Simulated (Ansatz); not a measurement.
Isolated molecules relaxed with PBE0-D4/def2-TZVP in Ansatz; ΔE leaves out vibrations. CBS: MP2 limit from def2 TZ/QZ plus the TZ coupled-cluster correction, frozen cores. Functionals use def2-TZVPP. Elements past krypton have def2 core potentials. For Hf outer-core shells are correlated without core-valence functions, which leaves a few kJ/mol of doubt a bond. One conformer a species, not always the lowest.

Reaction (redistribution): `CO[Si](Cl)(Cl)Cl` + `C[N](C)[Hf]([NH2])([NH2])[F]` → `CO[Si](Cl)(Cl)N(C)C` + `[NH2][Hf]([NH2])([F])[Cl]`

Problem. Is it downhill or uphill in electronic energy at CCSD(T)/CBS, and by how much? (Best estimate.)

Solution. The calculation gave: Downhill: ΔE = -80.4 kJ/mol.

Problem. What do these levels give: BLYP-D4, B97M-V, CAM-B3LYP-D4, BLYP, r2SCANh, LC-ωPBE, RPA@PBE/def2-TZVPP, MP2/def2-SVP, MP2/def2-TZVPP, CCSD/def2-TZVPP, HF/CBS(def2), MP2/CBS(def2)? (An estimate is asked.)

Solution. The calculation gave: BLYP-D4 -78.3, B97M-V -84.1, CAM-B3LYP-D4 -88.2, BLYP -73.1, r2SCANh -83.6, LC-ωPBE -85.4, RPA@PBE/def2-TZVPP -76.0, MP2/def2-SVP -77.6, MP2/def2-TZVPP -78.1, CCSD/def2-TZVPP -82.6, HF/CBS(def2) -99.6, MP2/CBS(def2) -78.4 kJ/mol.

Largest T1 diagnostic among the species: 0.014.

From r2SCAN to r2SCAN0 (25 % exact exchange), in def2-TZVPP and without D4, ΔE moves by −4.8 kJ/mol. The D4 term adds −3.8 kJ/mol with B3LYP and −2.5 kJ/mol with PBE0; it sums over pairs of atoms, weighted by their polarisabilities, and B3LYP, whose exchange is more repulsive, gets the larger term.

B3LYP here is the variant with VWN-RPA as its local correlation; programs differ in this.
